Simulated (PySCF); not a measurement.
PySCF 2.14 output of an unrestricted revPBE calculation on a single atom or ion in aug-cc-pwCVDZ-PP with ECP60MDF (6s6p5d3f, 70 functions), with a scalar-relativistic core potential:

```
SCF conv_tol = 1e-09
number electrons alpha = 10  beta = 5
    Y. Zhang and W. Yang.,  Phys. Rev. Lett. 80, 890 (1998)
    J. P. Perdew, K. Burke, and M. Ernzerhof.,  Phys. Rev. Lett. 77, 3865 (1996)
    J. P. Perdew, K. Burke, and M. Ernzerhof.,  Phys. Rev. Lett. 78, 1396 (1997)
cycle= 1 E= -67.4061104459919  delta_E= -0.0225  |g|= 0.0189  |ddm|= 1.27
cycle= 2 E= -67.4062490765985  delta_E= -0.000139  |g|= 0.0297  |ddm|= 0.174
cycle= 3 E= -67.4070268501229  delta_E= -0.000778  |g|= 0.00377  |ddm|= 0.0754
cycle= 4 E= -67.4070451292016  delta_E= -1.83e-05  |g|= 0.00205  |ddm|= 0.0367
cycle= 5 E= -67.4070508822036  delta_E= -5.75e-06  |g|= 0.000261  |ddm|= 0.00647
cycle= 6 E= -67.4070509623118  delta_E= -8.01e-08  |g|= 9.8e-06  |ddm|= 0.000708
cycle= 7 E= -67.4070509624575  delta_E= -1.46e-10  |g|= 7.44e-07  |ddm|= 5.75e-05
converged SCF energy = -67.4070509624575  <S^2> = 8.8260549  2S+1 = 6.0252983
```

The run itself started from symmetry-adapted Hartree-Fock orbitals and held the occupation by maximum overlap, on a logarithmic radial grid, so the iterations belong to that start.

Which element, charge and spin multiplicity is this?

W⁻ (tungsten, charge -1), multiplicity 6; the state was [Xe] 4f14 5d5 6s2, high-spin 6S determinant.

Energies and moments cover only the electrons outside the core potential. Spin-orbit coupling, which splits the p, d and f shells strongly at this Z, is absent. ⟨S²⟩ = 8.83 against 8.75 shows spin contamination. At revPBE the highest occupied level has a positive energy, so only the finite basis holds that electron; in a semilocal or global hybrid functional this comes from self-interaction and does not mean that the real anion is unbound.
